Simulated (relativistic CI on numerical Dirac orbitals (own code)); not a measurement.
# Hyperfine structure of Pr XXXIX, mass number 141

Computed by Dirac-Coulomb-Breit CI, orbitals from a KLI potential per configuration, QED by a radiative potential, unscaled Slater integrals (own radial code, finite nucleus).

Configurations in the expansion (outside the closed core [Ne]): 3s2 3p6 3d3, 3s2 3p5 3d4, 3s 3p6 3d4, 3s2 3p6 3d2 4s, 3s2 3p6 3d2 4p, 3s2 3p6 3d2 4d, 3s2 3p5 3d3 4s, 3s2 3p6 3d2 4f, 3s2 3p5 3d3 4p, 3s 3p6 3d3 4s, 3p6 3d4 4p, 3p6 3d5, 3p5 3d6, 3p5 3d5 4s, 3p6 3d4 4s, 3p5 3d4 4s2, 3s2 3p6 3d 4s2, 3s2 3p6 4s2 4p, 3s2 3p6 4s2 4d. Double excitations out of closed p, d and f shells are left out; levels of such configurations are missing from the list, as are those of other unlisted configurations, and high levels can miss mixing partners. These lack a partner that the ground configuration has and come out too high: 3s2 3p5 3d3 4p.

Nuclear spin I = 5/2, μ = 4.266 μN, Q = -0.0589 b (tables of Stone and Pyykkö). The electronic factors are computed for point nuclear moments, without core polarisation or the Bohr-Weisskopf and QED corrections.

```
              Level  E (cm⁻¹)  A (MHz)  B (MHz)
 3s2 3p6 3d3 4F_3/2         0    78330     1360
 3s2 3p6 3d3 4F_5/2    149001    46170      763
 3s2 3p6 3d3 4F_7/2    204689    47970     -259
 3s2 3p6 3d3 4P_1/2    226699   -27800         
 3s2 3p6 3d3 4P_5/2    340214    25700    -2010
 3s2 3p6 3d3 4F_9/2    381436    40210     -735
 3s2 3p6 3d3 2P_1/2    433647    -8927         
3s2 3p6 3d3 2H_11/2    444462    44600    -3500
```

Levels with J = 0, under 50 % of one LS term, or S terms without an open s electron are left out. Small factors come from cancelling terms and can be off by tens of per cent or more.

At this charge energies of transitions that change n are usually good to better than 1 %, and those within a shell (Δn = 0) to a few per cent. Terms inside the open d or f shell come out 10 to 20 % too wide with unscaled integrals.

(1) Give the hyperfine levels of 3s2 3p6 3d3 4F_3/2 relative to its centre of gravity.

## Answers

(1) With K = F(F + 1) − I(I + 1) − J(J + 1), E = AK/2 + B[¾K(K + 1) − I(I + 1)J(J + 1)]/[2I(2I − 1)J(2J − 1)]: F = 1: -410300, F = 2: -254700, F = 3: -20330, F = 4: 294100 MHz.

LS names give the leading component of a level, which can be under half, so a name can repeat, a term be missing and a line seem to break the LS rules.
